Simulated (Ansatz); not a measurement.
One geometry of `[NH2][Zn][O][SiH3]`, several functionals.

```yaml
crystal:
  periodic: [false, false, false]
  atoms:
    - {symbol: N, position_ang: [-1.580632, 2.311979, 0.706371]}
    - {symbol: Zn, position_ang: [-0.807774, 0.719579, 0.339914]}
    - {symbol: O, position_ang: [-0.227660, -0.918650, 0.046491]}
    - {symbol: Si, position_ang: [1.054425, -1.760422, -0.476298]}
    - {symbol: H, position_ang: [-1.123320, 2.863765, 1.419749]}
    - {symbol: H, position_ang: [-1.738214, 2.913021, -0.091419]}
    - {symbol: H, position_ang: [1.553076, -1.253407, -1.789537]}
    - {symbol: H, position_ang: [2.191520, -1.685465, 0.487613]}
    - {symbol: H, position_ang: [0.678581, -3.190399, -0.642894]}
basis:
  gaussian: {orbitals: def2-TZVPP}
hamiltonian: {xc: lda}
output: {orbitals: {seedname: orbitals}}
```

```sh
$ ansatz run in.yaml --threads 4 --pin off --events-out ev --progress --plain --max-ram 10444MiB
```

It prints (some lines left out):

```
Functional definition: SPW92
  name "SPW92"
  cite "Dirac, Proc. Camb. Phil. Soc. 26, 376 (1930) doi:10.1017/S0305004100016108"
  cite "Slater, Phys. Rev. 81, 385 (1951) doi:10.1103/PhysRev.81.385"
  cite "Perdew & Wang, Phys. Rev. B 45, 13244 (1992) doi:10.1103/PhysRevB.45.13244"
  exchange = slater_x
  correlation = pw_c
1388 factors; their error is unknown
mean field evaluation 1: about -59759.6632 eV, gradient 1.2e2 eV
mean field evaluation 2: about -59625.7123 eV, gradient 2.8e2 eV
mean field evaluation 4: about -59777.5909 eV, gradient 4.9e1 eV
mean field evaluation 8: about -59781.7204 eV, gradient 1.5e-1 eV
mean field evaluation 16: about -59781.6923 eV, gradient 9.2e-5 eV
mean field -59781.69231641 eV, -2196.9366711418 hartree, gradient 3.2e-5 eV, S^2 0.000000; 0 other end points of the search recorded, 0 dependent functions left out
reference -59781.69236344 eV, -2196.9366728698 hartree; 32, 32 occupied and 206, 206 virtual orbitals, 1388 factors
Total energy: -59781.69236344 eV, -2196.9366728698 hartree
```

Hardware: 4 threads of an Arm Neoverse V1 on a shared host. Wall time 1.4 s, peak host memory 0.31 GiB.

Changing it to `hamiltonian: {xc: pbe0, dispersion: d4}` (abridged; 3.2 s):

```
Functional definition: PBE0
mean field -59905.47146869 eV, -2201.4854710873 hartree, gradient 5.2e-5 eV, S^2 0.000000
Total energy: -59905.60040853 eV, -2201.4902095392 hartree
```

Changing it to `hamiltonian: {xc: {name: B2PLYP}}` (abridged; 6 s):

```
Functional definition: B2PLYP
mean field evaluation 16: about -59896.7549 eV, gradient 1.8e-4 eV
mean field -59896.75491081 eV, -2201.1651434935 hartree, gradient 3.9e-6 eV, S^2 0.000000
16 core orbitals not correlated: weight in the atoms' cores, before any rotation towards them, 1.000 or more for the frozen orbitals, at most 0.000 for the correlated occupied ones
second order -35.59187769 eV of doubles, -0.00000000 eV of singles
Total energy: -59906.36489730 eV, -2201.5183039831 hartree
```

Changing it to `hamiltonian: {xc: {name: PBE-QIDH}}` (abridged; 6 s):

```
Functional definition: PBE-QIDH
mean field evaluation 16: about -59885.0923 eV, gradient 1.5e-4 eV
mean field -59885.09228467 eV, -2200.7365498880 hartree, gradient 5.3e-6 eV, S^2 0.000000
16 core orbitals not correlated: weight in the atoms' cores, before any rotation towards them, 1.000 or more for the frozen orbitals, at most 0.000 for the correlated occupied ones
second order -33.13764306 eV of doubles, -0.00000000 eV of singles
Total energy: -59896.13818119 eV, -2201.1424790981 hartree
```

With the line `hamiltonian: {xc: {name: LC-wPBE}}` (abridged; 2.7 s):

```
Functional definition: LC-wPBE
mean field evaluation 16: about -59908.9410 eV, gradient 4.2e-5 eV
mean field -59908.94099059 eV, -2201.6129736657 hartree, gradient 4.2e-5 eV, S^2 0.000000
Total energy: -59908.94099060 eV, -2201.6129736660 hartree
```

Changing it to `hamiltonian: {xc: {name: B97M-V}}` (abridged; 9 s):

```
Functional definition: B97M-V
mean field evaluation 16: about -59907.0373 eV, gradient 9.1e-5 eV
mean field -59907.03729183 eV, -2201.5430140263 hartree, gradient 3.6e-5 eV, S^2 0.000000
Total energy: -59907.03736789 eV, -2201.5430168215 hartree
```
